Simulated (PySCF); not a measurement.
C3H5NOSi, SMILES N1=C[Si@H](C=C1)O. Atoms are numbered in the order given.

```xyz
11

O     -2.1075     0.1157     0.6645
Si    -0.7689     0.3334    -0.3020
C      0.7435     1.1148     0.4621
C      1.7419     0.2258     0.3186
N      1.5043    -1.0580    -0.3053
C      0.2864    -1.2159    -0.6747
H     -1.9590    -0.2436     1.5453
H     -1.2808     0.9929    -1.5284
H      0.9092     2.0910     0.9224
H      2.7764     0.3861     0.6425
H      0.0188    -2.1624    -1.1672
```

The structure is a stationary point at ωB97X-D3(BJ)/def2-SVP. The structure was generated by enumeration; whether it is a known compound was not checked. One conformer was computed; it need not be the lowest.

Two levels are set side by side: PBE/pcSseg-1 (PySCF) and PBE0/pcSseg-1 (PySCF). GIAO shifts against H2O (¹⁷O), NH3 (¹⁵N), TMS (²⁹Si), TMS (¹H), TMS (¹³C) at the same level; non-relativistic, no solvent, atoms listed together averaged. Differences are taken from unrounded values.

```
quantity                PBE
--------------------  -----
δ(¹⁷O) of O1 (ppm)     17.1
δ(²⁹Si) of Si2 (ppm)  -12.0
δ(¹³C) of C3 (ppm)    114.6
δ(¹³C) of C4 (ppm)    168.7
δ(¹⁵N) of N5 (ppm)    458.4
δ(¹³C) of C6 (ppm)    187.5
δ(¹H) of H7 (ppm)      0.89
δ(¹H) of H8 (ppm)      5.44
δ(¹H) of H9 (ppm)      5.55
δ(¹H) of H10 (ppm)     8.29
δ(¹H) of H11 (ppm)     8.83
```

These are the PBE values. What does PBE0 give? (An estimate is asked for; the answer gives what the named calculation found.)


```csv
quantity,PBE0,PBE minus PBE0
δ(¹⁷O) of O1 (ppm),12.8,4.3
δ(²⁹Si) of Si2 (ppm),-11.2,-0.7
δ(¹³C) of C3 (ppm),115.6,-1.1
δ(¹³C) of C4 (ppm),171.4,-2.7
δ(¹⁵N) of N5 (ppm),462.0,-3.6
δ(¹³C) of C6 (ppm),191.0,-3.5
δ(¹H) of H7 (ppm),1.12,-0.24
δ(¹H) of H8 (ppm),5.26,0.17
δ(¹H) of H9 (ppm),5.67,-0.12
δ(¹H) of H10 (ppm),8.35,-0.05
δ(¹H) of H11 (ppm),8.99,-0.17
```

Rough cost on one machine, each run with all the roots and properties that it gave: PBE0 against PBE within a factor of 2.
